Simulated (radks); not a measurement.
In10+, configuration [Kr] 4d3. Calculated with a radial shooting solver on a logarithmic mesh with Libxc functionals: Dirac Kohn-Sham, PBEsol, spin-unpolarised, spherical densities, point nucleus; open shells fill j = l - 1/2 first.

Radial electron density D(r) = 4 pi r^2 rho(r):

| r (bohr) | D(r) (e/bohr) |
|---|---|
| 0.00282 | 8.483 |
| 0.003642 | 12.62 |
| 0.004705 | 18.35 |
| 0.006078 | 25.88 |
| 0.007788 | 34.80 |
| 0.01006 | 45.02 |
| 0.013 | 54.75 |
| 0.01679 | 61.72 |
| 0.02169 | 63.78 |
| 0.02801 | 60.70 |
| 0.0359 | 56.11 |
| 0.04637 | 56.01 |
| 0.0599 | 64.70 |
| 0.07737 | 76.82 |
| 0.09995 | 79.18 |
| 0.1281 | 67.22 |
| 0.1654 | 54.77 |
| 0.2137 | 58.29 |
| 0.2761 | 65.19 |
| 0.3566 | 51.91 |
| 0.457 | 28.52 |
| 0.5903 | 18.09 |
| 0.7625 | 18.23 |
| 0.985 | 13.03 |
| 1.272 | 4.889 |
| 1.63 | 0.9538 |
| 2.106 | 0.08026 |
| 2.721 | 0.002538 |

D(r) has 4 maxima, at r = 0.0210, 0.0915, 0.272, 0.727 bohr, and minima at 0.0411, 0.178, 0.624 bohr, inside which lie 2.03, 11.15, 29.35 electrons.
